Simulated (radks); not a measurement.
Species: the gold ion Au69+. Configuration: [He] 2s1 2p6 3d1 (not the ground configuration).

Method: scalar-relativistic Kohn-Sham, PBEsol, spin-polarised, spherical densities, point nucleus; open shells are filled with parallel spins first (spin-orbit coupling, left out, can overturn this in heavy ions); computed with a radial shooting solver on a logarithmic mesh with Libxc functionals.

Energy parts (eV):
total: -335156.98
kinetic: 388004.42
electron-nucleus: -741525.29
Hartree: 22055.47
exchange-correlation: -3691.57

Orbitals (lengths in bohr, moments of r in powers of bohr; <r^-3> diverges for s and p1/2; r(max) is where P^2 peaks; r(90%) holds 90 % of the orbital's charge):
orbital,occ.,eigenvalue (eV),<r^-3>,r(max),r(90%)
1s up,1,-87450.98,-,0.01041,0.0308
1s down,1,-87430.04,-,0.01041,0.0308
2s up,1,-20447.23,-,0.05957,0.108
2s down,0,-20408.19,-,0.05956,0.108
2p up,3,-18576.13,26610,0.04914,0.102
2p down,3,-18542.65,26650,0.04911,0.102
3s up,0,-8495.799,-,0.1589,0.242
3s down,0,-8463.401,-,0.1589,0.242
3p up,0,-7947.223,7725,0.1556,0.243
3p down,0,-7915.771,7713,0.1557,0.243
3d up,1,-7541.280,1015,0.1226,0.218
3d down,0,-7504.938,1013,0.1227,0.218

The highest occupied level is 3d up at -7541.3 eV. The configuration is held as typed, so some empty levels lie below it. The density falls to 0.001 e/bohr^3 at r = 0.45 bohr. Spin moment in Bohr magnetons: 2. Summed over all electrons, <r^2> = 0.05917 bohr^2, which gives a Langevin (diamagnetic) susceptibility term of -0.0469 x 10^-6 cm^3/mol.
